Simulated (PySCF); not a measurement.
**Si4H11N2F**

The system: Si4H11N2F, a molecule; neutral, singlet. The structure, one conformer, was relaxed in the gas phase by PBE0-D3(BJ)/def2-SVP. No frequency run checks that it is a minimum.

SMILES: F[Si]([SiH3])(N[SiH3])N[SiH3]

Coordinates in Å:
```
Si1    -0.428   -0.804    0.303
Si2    -2.010    0.735    1.078
N3      0.985   -0.927    1.293
Si4     2.397    0.095    1.328
N5      0.050   -0.487   -1.319
Si6    -0.609    0.612   -2.503
F7     -1.126   -2.274    0.457
H8     -3.300    0.679    0.325
H9     -2.281    0.408    2.513
H10    -1.464    2.126    1.009
H11     0.910   -1.617    2.037
H12     2.266    1.074    0.211
H13     2.522    0.837    2.621
H14     3.653   -0.698    1.145
H15     0.834   -1.057   -1.634
H16     0.450    1.525   -3.032
H17    -1.660    1.420   -1.818
H18    -1.222   -0.101   -3.665
```

Shieldings: GIAO PBE0/pcSseg-1. Shifts are against computed references at the same level: H TMS (σ 31.27 ppm), Si TMS (σ 352.0 ppm). Core levels by delta-SCF with SCAN, pcX-2 on the ionised atom and pcseg-1 elsewhere, spin-free X2C (2p3/2 is the spin-free 2p value less a third of a first-order spin-orbit splitting); from the vacuum level, for chosen atoms.

Problem. Give the NMR and core-level values of the distinct atoms.

Solution. 
```csv
atoms,bonded to,σ (ppm),δ (ppm),core level (eV)
Si1,1 F + 2 N + 1 Si,359.9,-7.9,2p3/2 107.66
Si2,1 Si + 3 H,465.6,-113.6,2p3/2 106.45
N3,2 Si + 1 H,233.8,-,1s 404.27
Si4,1 N + 3 H,409.4,-57.4,-
N5,2 Si + 1 H,223.0,-,1s 404.37
Si6,1 N + 3 H,406.8,-54.8,-
F7,1 Si,296.8,-,1s 691.68
H8 H9 H10,1 Si,27.86,3.41,-
H11,1 N,31.09,0.18,-
H12 H13 H14,1 Si,26.64,4.63,-
H15,1 N,30.68,0.59,-
H16 H17 H18,1 Si,26.61,4.65,-
```

Values are those of this one static structure, with the three H of a rotating XH3 group averaged; atoms that internal rotation interchanges would show their mean in an NMR spectrum.

Problem. Which of Si1, Si2 holds its core electrons tightest, and by how much against the loosest?

Solution. Si1 (bonded to 1 F + 2 N + 1 Si), by 1.21 eV over Si2 (bonded to 1 Si + 3 H).

Problem. By CAM-B3LYP/def2-SVPD (TDDFT singlets, Tamm-Dancoff triplets, ionisation by delta-SCF), where does absorption start, and what does vertical ionisation take?

Solution. The lowest singlet lies at 6.50 eV (f 0.032), the strongest of the first 6 at 7.16 eV (f 0.050), the lowest triplet at 6.05 eV; vertical ionisation takes 9.46 eV.

The 3 runs behind this took 6 min in all, one thread each of Arm Neoverse V1 on a shared host, launched as `OMP_NUM_THREADS=1 python cluster_run.py task.json out`.
